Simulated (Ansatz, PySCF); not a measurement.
Pulling on the Sn1–F2 bond in F2H2Sn (SMILES [F][SnH2][F]) (multiplicity 1 held, fragments rigid). Energies count from the point at 1.923 Å.
Geometry at that point (charge 0, multiplicity 1):
```xyz
5

Sn    -0.0384    -0.2808     0.0128
F      1.5623     0.6839    -0.4401
F     -1.3168     1.1137     0.3579
H      0.2553    -1.0588     1.4914
H     -0.5477    -1.0810    -1.3936
```

R- and RO- levels are restricted; in cc, def2 and unpolarised 6-31G sets they are followed outwards from rest. Unrestricted levels (U-) break spin symmetry where that is lower. Left out are points that failed, MP2 points that dive below the minimum, coupled-cluster points behind a jump of the amplitudes or a sharp parting from full CI or MRCI, small-basis points behind a change of solution, and semi-empirical points at long bonds. Curves can end on different states.

Correlated levels freeze the cores. Filled d and f shells under p-block atoms count as core. Rows in LANL2DZ carry no dispersion term and start afresh at each structure. LANL2DZ brings its own core potentials from Na on.

The values were computed with Ansatz (Gaussian basis) for Hartree–Fock, density functionals and correlated methods; PySCF for LANL2DZ rows. Values without a source in brackets are computed. In def2 rows elements past Kr take small-core potentials, without spin–orbit coupling.

Energies in kcal/mol.

```json
[
 {"R (Å)": "1.538", "U-HF/def2-TZVPP": "76.2", "U-PBE/def2-TZVPP": "85.8", "R-B3LYP/LANL2DZ": "56.9", "U-B3LYP/def2-TZVPP": "83.9", "R-MP2/def2-TZVPP": "85.1"},
 {"R (Å)": "1.731", "U-HF/def2-TZVPP": "9.8", "U-PBE/def2-TZVPP": "15.3", "R-B3LYP/LANL2DZ": "9.1", "U-B3LYP/def2-TZVPP": "14.2", "R-MP2/def2-TZVPP": "13.9"},
 {"R (Å)": "1.923", "U-HF/def2-TZVPP": "0.0", "U-PBE/def2-TZVPP": "0.0", "R-B3LYP/LANL2DZ": "0.0", "U-B3LYP/def2-TZVPP": "0.0", "R-MP2/def2-TZVPP": "0.0"},
 {"R (Å)": "2.115", "U-HF/def2-TZVPP": "11.6", "U-PBE/def2-TZVPP": "5.9", "R-B3LYP/LANL2DZ": "8.1", "U-B3LYP/def2-TZVPP": "7.2", "R-MP2/def2-TZVPP": "8.4"},
 {"R (Å)": "2.308", "U-HF/def2-TZVPP": "30.1", "U-PBE/def2-TZVPP": "19.2", "R-B3LYP/LANL2DZ": "22.8", "U-B3LYP/def2-TZVPP": "21.7", "R-MP2/def2-TZVPP": "24.4"},
 {"R (Å)": "2.596", "U-HF/def2-TZVPP": "58.9", "U-PBE/def2-TZVPP": "41.4", "R-B3LYP/LANL2DZ": "47.2", "U-B3LYP/def2-TZVPP": "45.5", "R-MP2/def2-TZVPP": "50.7"},
 {"R (Å)": "2.884", "U-HF/def2-TZVPP": "75.6", "U-PBE/def2-TZVPP": "60.9", "R-B3LYP/LANL2DZ": "69.1", "U-B3LYP/def2-TZVPP": "66.6", "R-MP2/def2-TZVPP": "74.7"},
 {"R (Å)": "3.365", "U-HF/def2-TZVPP": "81.2", "U-PBE/def2-TZVPP": "84.4", "R-B3LYP/LANL2DZ": "96.4", "U-B3LYP/def2-TZVPP": "89.7", "R-MP2/def2-TZVPP": "106.8"},
 {"R (Å)": "3.846", "U-HF/def2-TZVPP": "82.5", "U-PBE/def2-TZVPP": "96.2", "R-B3LYP/LANL2DZ": "113.9", "U-B3LYP/def2-TZVPP": "100.8", "R-MP2/def2-TZVPP": "130.4"},
 {"R (Å)": "4.423", "U-HF/def2-TZVPP": "82.8", "U-PBE/def2-TZVPP": "103.0", "R-B3LYP/LANL2DZ": "126.4", "U-B3LYP/def2-TZVPP": "107.5", "R-MP2/def2-TZVPP": "150.1"},
 {"R (Å)": "5.192", "U-HF/def2-TZVPP": "82.9", "U-PBE/def2-TZVPP": "107.1", "R-B3LYP/LANL2DZ": "left out", "U-B3LYP/def2-TZVPP": "111.4", "R-MP2/def2-TZVPP": "164.2"},
 {"R (Å)": "6.153", "U-HF/def2-TZVPP": "82.9", "U-PBE/def2-TZVPP": "109.2", "R-B3LYP/LANL2DZ": "left out", "U-B3LYP/def2-TZVPP": "113.3", "R-MP2/def2-TZVPP": "166.5"}
]
```

Doubts at one or more of the structures used: a spin-contaminated determinant (U-HF/def2-TZVPP, U-PBE/def2-TZVPP, U-B3LYP/def2-TZVPP); a restricted determinant that unrestricted orbitals would lower (R-B3LYP/LANL2DZ, R-MP2/def2-TZVPP).

Ansatz is a first-principles code.
